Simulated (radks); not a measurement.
Results of a calculation; reference values are marked as such.
The tellurium ion Te24+, configuration [Ar] 3d10. Level of theory: scalar-relativistic Kohn-Sham, BLYP, spin-polarised, spherical densities, finite nucleus; Fermi nuclear charge, rms radius 4.7423 fm (a radial shooting solver on a logarithmic mesh with Libxc functionals).

Normalised radial functions P(r) = r R(r), r in bohr:

```
   r/bohr * 3s (the largest magnitude, 1.96, reaches the edge; | marks zero)
 0.001088                             | *
 0.001572                             |  *
 0.002272                             |   *
 0.003256                             |    *
 0.004705                             |     *
 0.006798                             |       *
 0.009744                             |        *
  0.01408                             |        *
  0.02034                             |       *
  0.02916                             |  *
  0.04212                         *   |
  0.06086                *            |
  0.08724             *               |
    0.126                      *      |
   0.1821                             |            *
    0.261                             |                          *
   0.3771                             |                      *
   0.5449                             |         *
    0.781                             | *
    1.128                             *
     1.63                             *
```

3s: eigenvalue -1671.3 eV, 2 radial nodes at r = 0.0349, 0.144 bohr, <r> = 0.317 bohr, 90 % of the charge inside 0.464 bohr.
